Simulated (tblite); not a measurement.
C7H11FSi.
Atom-mapped SMILES: `[CH3:1][CH2:2]/[C:3]([F:4])=[C:5]1\[CH:6]=[CH:7][SiH2:8][CH2:9]1` (hydrogens: H10, H11, H12 on C1; H13, H14 on C2; H15 on C6; H16 on C7; H17, H18 on Si8; H19, H20 on C9)

Cartesian coordinates in Å at the GFN2-xTB level; atoms count from 1:
```xyz
20
C7H11FSi angstrom
C      2.7644   -0.8054    0.3605
C      2.1765    0.4285   -0.3306
C      0.8795    0.8309    0.2951
F      1.0467    1.7298    1.3066
C     -0.3600    0.4080    0.0270
C     -0.6678   -0.5578   -1.0065
C     -1.9466   -0.9351   -1.1373
Si    -3.0516   -0.0775    0.1125
C     -1.5629    0.9007    0.7937
H      2.9278   -0.6035    1.4165
H      2.0844   -1.6498    0.2718
H      3.7155   -1.0734   -0.0935
H      2.0302    0.2249   -1.3919
H      2.8736    1.2638   -0.2332
H      0.1295   -0.9427   -1.6266
H     -2.2468   -1.6514   -1.8848
H     -4.0827    0.7723   -0.4899
H     -3.6483   -0.9867    1.0965
H     -1.3998    0.7582    1.8619
H     -1.6666    1.9768    0.6489
```

Level: GFN2-xTB in tblite, geometry and Hessian alike; calculated harmonic values, unscaled, isolated species. Against measured fundamentals such values can be off by several per cent, at times by over 20. Modes of hydrogen on silicon can be 10 to 20 % off. One conformer, not necessarily the lowest.

Harmonic wavenumbers (cm⁻¹): 33.0, 49.3, 112.9, 170.2, 188.0, 217.5, 276.6, 328.0, 406.4, 443.3, 470.3, 490.9, 521.8, 558.0, 600.0, 630.8, 733.2, 754.0, 770.8, 785.4, 792.5, 814.1, 834.9, 912.7, 962.2, 1014.1, 1074.9, 1098.6, 1107.6, 1108.6, 1177.0, 1219.1, 1243.0, 1249.7, 1316.2, 1332.9, 1407.5, 1460.5, 1470.5, 1496.1, 1501.8, 1583.1, 1688.3, 2226.6, 2241.6, 2973.1, 2982.8, 2993.8, 3000.1, 3036.2, 3037.4, 3042.4, 3059.7, 3092.5.

A = 2729, B = 813.5, C = 672.6 MHz; mass 142.061 u (most abundant isotopes); point group C1, symmetry number 1.

**Question.** What is the zero-point energy?

**Answer.** ½Σν̃ = 34046 cm⁻¹ = 407.29 kJ/mol.

**Question.** What is S at 350 K and 1 bar for an ideal gas of classical rigid rotors and harmonic oscillators?

**Answer.** Translation 174.00, rotation 126.49, vibration 152.97: S = 453.5 J/(mol K).

**Question.** And Cp and H(350 K) − H(0)?

**Answer.** Cp = 196.72 J/(mol K), of which vibrations give 163.47 (their classical limit is 54 R = 449.0); H(350 K) − H(0) = 39.60 kJ/mol without the zero-point energy, 27.95 from vibrations.

**Question.** How do the functions run with temperature in this model?

**Answer.** 
```json
{"T (K)": "100", "S (J/(mol K))": "298.0", "Cp (J/(mol K))": "77.0", "H − H(0) (kJ/mol)": "5.49", "G − H(0) (kJ/mol)": "-24.31", "ln q(vib)": "2.11"}
{"T (K)": "200", "S (J/(mol K))": "365.4", "Cp (J/(mol K))": "123.8", "H − H(0) (kJ/mol)": "15.48", "G − H(0) (kJ/mol)": "-57.60", "ln q(vib)": "4.74"}
{"T (K)": "300", "S (J/(mol K))": "425.0", "Cp (J/(mol K))": "173.3", "H − H(0) (kJ/mol)": "30.34", "G − H(0) (kJ/mol)": "-97.16", "ln q(vib)": "7.43"}
{"T (K)": "500", "S (J/(mol K))": "534.2", "Cp (J/(mol K))": "256.5", "H − H(0) (kJ/mol)": "73.80", "G − H(0) (kJ/mol)": "-193.28", "ln q(vib)": "12.93"}
{"T (K)": "800", "S (J/(mol K))": "673.3", "Cp (J/(mol K))": "334.6", "H − H(0) (kJ/mol)": "163.55", "G − H(0) (kJ/mol)": "-375.12", "ln q(vib)": "20.95"}
{"T (K)": "1000", "S (J/(mol K))": "751.8", "Cp (J/(mol K))": "367.9", "H − H(0) (kJ/mol)": "233.97", "G − H(0) (kJ/mol)": "-517.80", "ln q(vib)": "25.94"}
```

q(vib) and H(0) count from the zero-point level.

**Question.** Which modes carry the vibrational entropy at 350 K?

**Answer.** 33.0 cm⁻¹: 24.93; 49.3 cm⁻¹: 21.60; 112.9 cm⁻¹: 14.77; 170.2 cm⁻¹: 11.45; 188.0 cm⁻¹: 10.66; 217.5 cm⁻¹: 9.52 J/(mol K); the other 48 give 60.04 together.

**Question.** Blend soft modes into free rotors: weight 1/[1 + (100 cm⁻¹/ν̃)⁴] for the oscillator and the rest for a rotor with moment μB/(μ + B), μ = h/(8π²ν), B = 10⁻⁴⁴ kg m². What vibrational entropy results?

**Answer.** 138.51 J/(mol K) in place of 152.97, which changes −T·S at 350 K by +5.06 kJ/mol.

**Question.** What must be added to the electronic energy to get the Gibbs energy at 350 K and 1 bar?

**Answer.** ZPE + [H(350 K) − H(0)] − T·S = 407.29 + 39.60 − 158.71 = 288.18 kJ/mol.

Hindered rotation and anharmonicity are outside this model. Other conformers, if any are populated, would add a mixing term that is left out. The structure is chiral; the term R ln 2 for an equal mix with its mirror image is left out.
